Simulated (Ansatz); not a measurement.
Reaction (cleavage of the B–B bond): `BBCC` + H₂S → `CCBS` + BH₃

Computed with Ansatz on PBE0-D4/def2-TZVP structures; ΔE is electronic, products minus reactants. CCSD(T)/CBS adds triple-zeta CCSD(T) − MP2 to the extrapolated MP2 energy (def2 sets, frozen cores). This one scheme is used for every species. DFT in def2-TZVPP. B3LYP here is the variant with VWN-RPA as its local correlation; programs differ in this. Each species was taken in one conformer, which may not be the lowest.

CCSD(T)/CBS gives -100.1 kJ/mol.

**Question.** Another level gave -96.8 kJ/mol. Which?
A. B3LYP/def2-TZVPP
B. LDA (SPW92)/def2-TZVPP
C. MP2/def2-TZVPP
D. ωB97M-V/def2-TZVPP

**Answer.** D. ωB97M-V -96.8, MP2/def2-TZVPP -111.2, B3LYP -92.3, LDA (SPW92) -86.2 kJ/mol.

Largest T1 diagnostic among the species: 0.012.

From BLYP to BHLYP (50 % exact exchange), in def2-TZVPP and without D4, ΔE moves by −6.6 kJ/mol. At CCSD(T), def2-SVP lies −10.6 kJ/mol from the extrapolated value and def2-TZVPP −1.9 kJ/mol.
